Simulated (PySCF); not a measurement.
# Unknowns

[PySCF 2.14: shieldings: GIAO PBE0/pcSseg-1; J: B3LYP/pcJ-1; GFN2-xTB geometry; single conformer; no solvent; fast rotation and ring inversion assumed for equivalent nuclei; no relativistic terms]

Chemical shifts δ = σref − σ; 1H (31.72 ppm) and 13C (186.93 ppm) against TMS, all at this level. Multiplet labels drop J under 1 Hz and among equivalent protons, and merge close values. Unscaled 3J(H,H) run several per cent high. Splittings of carbon signals by F and P are missing where no couplings were computed. Where no couplings were computed, multiplicities follow the n + 1 count of equivalent neighbours, and m marks all less simple cases (inequivalent or close neighbours, rings, F or P nearby). Vicinal couplings that depend on rotamer populations or ring flexing (ring, CH–CH, X–H and H–F types) are those of the one conformer. One-bond C–F couplings are unscaled and too large by tens of Hz. Shifts are as computed. Against solution values, carbons near 30 ppm lie about +3 ppm off and those near 130 ppm about +5 ppm. Of 1211 compounds with measured shifts, 218 miss one by over three times the rms of a fit or turn the order of signals round; such compounds aren't used in these exercises.

Question: C$_{3}$H$_{3}$F$_{3}$. 1H NMR (400 MHz, computed): δ 7.62 (ddd, J = 82.3, 7.1, 2.2 Hz, 1H), 5.49 (ddd, J = 54.5, 26.7, 6.3 Hz, 2H). 13C{1H} NMR (computed): δ 163.1 (C, ddd, J = 321.0, 34.2, 12.3 Hz), 153.9 (CH, ddd, J = 326.9, 61.7, 10.2 Hz), 78.8 (CH2, dd, J = 230.7, 27.4 Hz). Identify the compound.

Answer: SMILES C(/C(=C\F)F)F. Rings plus π bonds: 1 (no ring in the answer). 3 carbon signals for 3 carbons: no two carbons are equivalent. Carbon types of the structure: 1 × C, 1 × CH, 1 × CH2, which accounts for all hydrogens. δC 163.1: fully substituted alkene carbon; the olefinic region. δC 153.9: alkene CH; an sp2 carbon of a C=C bond. δC 78.8: allylic sp3 CH2 bonded to F; pulled downfield by the heteroatom. δH 7.62: hydrogen on an alkene CH; olefinic region.

This is the structure that produced the data.

Question: C$_{6}$H$_{13}$OPSi. 1H NMR (400 MHz, computed): δ 7.09 (m, 1H), 6.52 (m, 1H), 6.51 (m, 1H), 5.97 (m, 1H), 4.32 (m, 1H), 2.40 (m, 2H), 1.87 (m, 2H), 1.19 (m, 2H), 0.84 (m, 2H). 13C{1H} NMR (computed): δ 142.8 (CH2), 141.5 (CH), 29.8 (CH2), 8.4 (CH2). Identify the compound.

Answer: SMILES C=C[Si@H]1CC[P@H](=O)CC1. 4 carbon signals for 6 carbons: some carbons are equivalent by symmetry or fast rotation. Carbon types of the structure: 1 × CH, 5 × CH2, leaving 2 H on heteroatoms. δC 142.8: terminal =CH2 carbon; as expected for a trigonal carbon in a double bond. δC 141.5: alkene CH; an sp2 carbon of a C=C bond. δH 6.52: hydrogen on an alkene CH; olefinic region. δH 6.51, 5.97: hydrogen on a terminal =CH2 carbon; attached to an sp2 carbon and in the plane of the double bond.

The data come from this structure; uniqueness wasn't tested.

Question: C$_{7}$H$_{8}$FNSi. 1H NMR (300 MHz, computed): δ 7.32 (m, 1H), 4.51 (m, 1H), 4.31 (m, 1H), 2.01 (m, 1H), 1.66 (m, 1H), 1.43 (d, 3H). 13C{1H} NMR (computed): δ 169.1 (CH), 117.8 (C), 106.9 (CH), 106.4 (C), 85.6 (C), 24.6 (CH), 16.8 (CH3). What is it?

Answer: `C#C[SiH2][C@H](C)/C(C#N)=C/F`. The formula gives 5 degrees of unsaturation (no ring in the answer). 7 carbon signals for 7 carbons: no two carbons are equivalent. Carbon types of the structure: 3 × C, 3 × CH, 1 × CH3, leaving 2 H on heteroatoms. δC 117.8: nitrile carbon; typical of a nitrile. δC 106.9: terminal alkyne carbon. δC 106.4: fully substituted alkene carbon; an sp2 carbon of a C=C bond. δC 85.6: alkyne carbon; the triple bond shields along its axis, which puts it between sp3 and sp2 carbons.

This is the structure that produced the data.
